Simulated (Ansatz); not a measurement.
Consider the isomerisation: `C#CCC[SiH3]` → `C#CC[SiH2]C`.

Gas-phase electronic energies from Ansatz, PBE0-D4/def2-TZVP geometries. CCSD(T)/CBS is the MP2 limit (def2-TZVPP, def2-QZVPP) plus CCSD(T) − MP2 in def2-TZVPP, frozen cores. DFT in def2-TZVPP. B3LYP here is the variant with VWN-RPA as its local correlation; programs differ in this. Each species was taken in one conformer, which may not be the lowest.

| level | ΔE (kcal/mol) | difference from CCSD(T)/CBS |
| --- | --- | --- |
| PBE-D4 | -13.1 | -0.6 |
| B3LYP-D4 | -13.0 | -0.5 |
| ωB97M-V | -13.1 | -0.6 |
| B2PLYP | -12.6 | -0.1 |
| PBE | -12.8 | -0.3 |
| PBE0 | -12.9 | -0.4 |
| B3LYP | -12.5 | 0.0 |
| SCS-MP2/def2-TZVPP | -12.0 | 0.5 |
| HF/def2-QZVPP | -11.3 | 1.2 |
| MP2/CBS(def2) | -13.3 | -0.8 |
| CCSD(T)/CBS | -12.5 | 0 |

Largest T1 diagnostic among the species: 0.011.

In def2-TZVPP, CCSD(T) changes the Hartree–Fock value by −0.9 kcal/mol (the triples alone add −0.1 kcal/mol) and MP2 by −1.7 kcal/mol.
